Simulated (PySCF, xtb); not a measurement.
C₂H₇FSi₂, SMILES F/C=C\[SiH2][SiH3]. Other conformers were not sampled.

Harmonic wavenumbers (cm⁻¹) from GFN2-xTB (xtb 6.7.1) at its own minimum, in rising order: 18, 36, 98, 154, 339, 365, 437, 467, 474, 546, 617, 669, 746, 756, 783, 811, 816, 818, 879, 999, 1181, 1287, 1674, 2183, 2202, 2219, 2227, 2261, 3042, 3092.

### Question
What does B3LYP-D3(BJ)/def2-SVP in PySCF 2.14.0 give at its own minimum? (An estimate is asked for; the answer gives what the named calculation found.)

### Answer
27, 89, 110, 166, 351, 372, 421, 523, 565, 623, 682, 759, 790, 813, 888, 937, 943, 952, 954, 1031, 1224, 1361, 1693, 2202, 2208, 2214, 2215, 2224, 3172, 3194. Paired by order, the mean absolute difference is 55 cm⁻¹ and the zero-point energies are 46.0 and 48.2 kcal/mol.
